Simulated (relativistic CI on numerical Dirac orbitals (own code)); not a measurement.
**Hyperfine structure of Er¹¹⁺, mass number 167**

Calculated at this level of theory: Dirac-Coulomb-Breit CI, KLI orbitals optimised for each configuration, QED by a radiative potential, unscaled Slater integrals (own radial code, finite nucleus).

Configuration list (outside the closed core [Ar] 3d10 4p6 4d10): 4s2 4f9 5s2, 4s2 4f11, 4s2 4f10 5s, 4s2 4f10 5p, 4s2 4f10 5d, 4s2 4f10 6s, 4s2 4f7 5s2 6s2, 4s2 4f9 6s2, 4f11 5s2. The list is cut by size and lacks configurations that can hold low levels.

Nuclear spin I = 7/2, μ = -0.5623 μN, Q = 3.57 b (tables of Stone and Pyykkö). The electronic factors are computed for point nuclear moments, without core polarisation or the Bohr-Weisskopf and QED corrections.

```json
{"Level": "4s2 4f9 5s2 6H°_15/2", "E (cm⁻¹)": "0.0", "A (MHz)": "-142.1", "B (MHz)": "7460"}
{"Level": "4s2 4f9 5s2 6H°_13/2", "E (cm⁻¹)": "4967.5", "A (MHz)": "-144.7", "B (MHz)": "6010"}
{"Level": "4s2 4f9 5s2 6H°_11/2", "E (cm⁻¹)": "8402.3", "A (MHz)": "-154.6", "B (MHz)": "4970"}
{"Level": "4s2 4f9 5s2 6H°_9/2", "E (cm⁻¹)": "11074.2", "A (MHz)": "-175.2", "B (MHz)": "4020"}
{"Level": "4s2 4f9 5s2 6F°_11/2", "E (cm⁻¹)": "12672.0", "A (MHz)": "-104.4", "B (MHz)": "-2660"}
{"Level": "4s2 4f9 5s2 6H°_7/2", "E (cm⁻¹)": "13149.0", "A (MHz)": "-219.3", "B (MHz)": "3820"}
{"Level": "4s2 4f9 5s2 6F°_9/2", "E (cm⁻¹)": "14499.2", "A (MHz)": "-123.4", "B (MHz)": "-1150"}
{"Level": "4s2 4f9 5s2 6H°_5/2", "E (cm⁻¹)": "14694.1", "A (MHz)": "-319.8", "B (MHz)": "4550"}
```

Levels with J = 0, under 50 % of one LS term, or S terms without an open s electron are left out. Small factors come from cancelling terms and can be off by tens of per cent or more.

At this charge energies of transitions that change n are usually good to better than 1 %, and those within a shell (Δn = 0) to a few per cent. Terms inside the open d or f shell come out 10 to 20 % too wide with unscaled integrals. Levels and lines within the n = 5 or 6 shells can be off by up to 10 % or somewhat more, and those that change n by about 2 %, since core polarisation is missing.

(1) Give the hyperfine levels of 4s2 4f9 5s2 6H°_15/2 relative to its centre of gravity.

Answers

(1) With K = F(F + 1) − I(I + 1) − J(J + 1), E = AK/2 + B[¾K(K + 1) − I(I + 1)J(J + 1)]/[2I(2I − 1)J(2J − 1)]: F = 4: 6943, F = 5: 4863, F = 6: 2702, F = 7: 641.9, F = 8: -1103, F = 9: -2291, F = 10: -2646, F = 11: -1865 MHz.

LS names give the leading component of a level, which can be under half, so a name can repeat, a term be missing and a line seem to break the LS rules.
